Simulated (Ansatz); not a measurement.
PBE exchange is replaced step by step with exact exchange (0 % is PBE, 25 % PBE0; no dispersion term), basis def2-TZVP, Ansatz. System: B2Mo2. Charge 0, multiplicity 1. Geometry: r2SCAN-D4/def2-TZVP, each spin state at its own.

Left out: 25 %, where a state is spin-contaminated, unstable or flagged.

The relaxed triplet has other bonds than the singlet, so its gap is one between isomers.

Geometry of the singlet:

```xyz
4

Mo    0.640   -0.874   -0.431
Mo    0.022    1.030    0.545
B    -0.395   -0.773    1.258
B    -0.267    0.617   -1.373
```

In the def2 sets Mo takes a core potential; there is no spin–orbit coupling. At PBE with 50 % exact exchange/def2-TZVP the charge 0 triplet is spin-contaminated (final ⟨S²⟩ up to 2.14, 2.00 for a pure state). At PBE with 35 % exact exchange/def2-TZVP, PBE with 50 % exact exchange/def2-TZVP the charge 0 quintet is spin-contaminated (final ⟨S²⟩ up to 6.20, 6.00 for a pure state). The structure comes from a short search, and lower isomers may exist.

| exact exchange (%) | HOMO (eV) | LUMO (eV) | gap (eV) | triplet − singlet (kJ/mol) | quintet − singlet (kJ/mol) |
| --- | --- | --- | --- | --- | --- |
| 0 | -4.79 | -3.31 | 1.49 | 31.5 | 169.5 |
| 5 | -4.98 | -3.12 | 1.86 | 28.9 | 163.3 |
| 15 | -5.28 | -2.80 | 2.47 | 23.1 | 150.2 |
| 35 | -5.88 | -2.19 | 3.69 | 9.1 | 119.7 |
| 50 | -6.33 | -1.74 | 4.59 | -4.0 | 92.6 |

Q: Estimate the row for 10 %.

A: 
```csv
exact exchange (%),HOMO (eV),LUMO (eV),gap (eV),triplet − singlet (kJ/mol),quintet − singlet (kJ/mol)
10,-5.13,-2.96,2.17,26.1,156.9
```
